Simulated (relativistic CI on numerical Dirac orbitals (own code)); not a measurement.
Computed by Dirac-Coulomb-Breit CI, orbitals from a KLI potential per configuration, QED by a radiative potential, unscaled Slater integrals (own radial code, finite nucleus).

The strongest absorption lines from the ground level of an ion, among the configurations computed and to levels below about 138 eV (vacuum wavelength in Å, gf): 96.890 (0.0056), 98.599 (0.13), 225.52 (0.4), 230.81 (0.75), 262.15 (0.016), 274.66 (0.21), 357.39 (0.056), 412.67 (0.063).

Which ion is it?
A. Cr10+
B. Cr12+
C. Ca6+
D. Fe12+

A. Cr10+ has 14 electrons and the ground level 3s2.3p2 3P_0; the strongest line goes to 3s2.3p.3d 3P°_1. The pattern of lines fixes the number of electrons, and along that sequence the line energies rise steadily with the charge (about as its square where n changes within one kind of shell, about linearly where n is kept but much faster in heavy ions where fine structure, which grows about as Z⁴, sets the gap, and irregularly where shells cross), which fixes Z. Configurations outside the model, such as inner-shell arrays, can give stronger lines. At this charge energies of transitions that change n are usually good to better than 1 %, and those within a shell (Δn = 0) to a few per cent.

LS names give the leading component of a level, which can be under half, so a name can repeat, a term be missing and a line seem to break the LS rules.
